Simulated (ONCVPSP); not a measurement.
**Logarithmic derivatives: lanthanum, ONCV**

ONCVPSP 4.0.1 input, shortened (lines: element, Z, core and valence counts, functional; n l f; lmax; l rc ep ncon nbas qcut; lloc lpopt rc5 dvloc0; l nproj debl; icmod fcfact rcfact), PBEsol, scalar-relativistic:

```
  La 57.00    9    4  -116133      upf
    1    0    2.00
    2    0    2.00
    2    1    6.00
    3    0    2.00
    3    1    6.00
    3    2   10.00
    4    0    2.00
    4    1    6.00
    4    2   10.00
    5    0    2.00
    5    1    6.00
    5    2    1.00
    6    0    2.00
    3
    0    2.80    0.00    3    7    4.00
    1    2.25    0.00    4    7    6.20
    2    2.70    0.00    4    7    3.80
    3    2.15    0.45    3    7    5.50
    4    5    1.65    6.00
    0    3    2.00
    1    2    3.00
    2    2    1.70
    3    2    2.00
    3    2.25    1.45
```

In the f channel the program set the typed energies aside and used -0.161, 1.839 Ha.

The phase is arctan(r·R′/R) of the radial function R(r), unwrapped; energies in Ha, scanned from -3 to 5 Ha. A pole is an energy at which the radial function vanishes at the test radius. The pseudo phase is shifted by a multiple of π to meet the all-electron one at the reference energy, and phase errors are pseudo minus all-electron; the curves can meet again beyond the range given. Levels narrower than the energy grid can be missing from the lists of poles.

**Question.** For each channel, where are the poles, and over which energies does the pseudopotential scatter like the atom?

**Answer.**

```csv
channel,radius (bohr),reference energy (Ha),"poles, all-electron","poles, pseudo",unbroken range about the reference energy with phases within 0.05 rad,phase error 1 Ha above the reference energy (rad)
s,2.84,-0.14,"-1.35, 1.84","-1.35, 1.84, 4.64",below 3.3,-0.000
p,2.29,-0.82,-0.19,-0.19,the whole range,-0.000
d,2.74,-0.11,"0.52, 4.04","0.52, 4.00",the whole range,-0.000
f,2.18,-0.16,"-0.01, 3.38","-0.01, 3.61",below 4.1,+0.028
```

Phases in the f channel:

```json
{"E (Ha)": "-2.98", "all-electron": "1.350", "pseudo": "1.350"}
{"E (Ha)": "-2.54", "all-electron": "1.328", "pseudo": "1.329"}
{"E (Ha)": "-2.10", "all-electron": "1.299", "pseudo": "1.301"}
{"E (Ha)": "-1.66", "all-electron": "1.257", "pseudo": "1.260"}
{"E (Ha)": "-1.22", "all-electron": "1.188", "pseudo": "1.192"}
{"E (Ha)": "-0.78", "all-electron": "1.030", "pseudo": "1.037"}
{"E (Ha)": "-0.34", "all-electron": "-0.068", "pseudo": "-0.058"}
{"E (Ha)": "0.10", "all-electron": "-1.706", "pseudo": "-1.701"}
{"E (Ha)": "0.54", "all-electron": "-2.069", "pseudo": "-2.054"}
{"E (Ha)": "0.98", "all-electron": "-2.759", "pseudo": "-2.725"}
{"E (Ha)": "1.42", "all-electron": "-3.902", "pseudo": "-3.897"}
{"E (Ha)": "1.86", "all-electron": "-4.354", "pseudo": "-4.355"}
{"E (Ha)": "2.30", "all-electron": "-4.527", "pseudo": "-4.525"}
{"E (Ha)": "2.74", "all-electron": "-4.622", "pseudo": "-4.614"}
{"E (Ha)": "3.18", "all-electron": "-4.687", "pseudo": "-4.671"}
{"E (Ha)": "3.62", "all-electron": "-4.742", "pseudo": "-4.714"}
{"E (Ha)": "4.06", "all-electron": "-4.799", "pseudo": "-4.749"}
{"E (Ha)": "4.50", "all-electron": "-4.872", "pseudo": "-4.781"}
{"E (Ha)": "4.94", "all-electron": "-4.997", "pseudo": "-4.813"}
```
